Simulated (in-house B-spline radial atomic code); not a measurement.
Configurations of Ge, with energies counted from [Ar] 3d10 4s2 4p2. Computed with a radial B-spline atomic code at the basis-set limit: scalar-relativistic (X2C) HSE06, spin-polarised, spherical fractional occupations, exact exchange averaged over the configuration, Fermi nucleus of rms radius 4.0742 fm. Shells without spins written out take the highest spin.

Occupations are held fixed; configurations that lie above the ionisation limit could autoionise.

```tsv
configuration	E - E(ref) (eV)	highest orbital	its <r> (bohr)
[Ar] 3d10 4s2 4p1 4d1	6.0927	4d up	8.399
[Ar] 3d10 4s1 4p2 4d1	12.482	4d up	7.702
[Ar] 3d10 4s1 4p2 5d1	13.216	5d up	15.38
[Ar] 3d9 4s2 4p3	27.922	4p up	2.538
[Ar] 3d9 4s2 4p2 5d1	36.525	5d up	15.12
```

(1) Order these further configurations by energy, lowest first.
A. [Ne] 3s2 3p5 3d10 4s2 4p2 5d1
B. [Ar] 3d9 4s2 4p2 4f1
C. [Ar] 3d9 4s2 4p2 4d1
D. [Ar] 3d10 4s1 4p2 5f1
E. [Ar] 3d9 4s2 4p2 5f1

Results:

(1) D (13.783 eV), C (35.796 eV), B (36.816 eV), E (37.108 eV), A (126.15 eV).
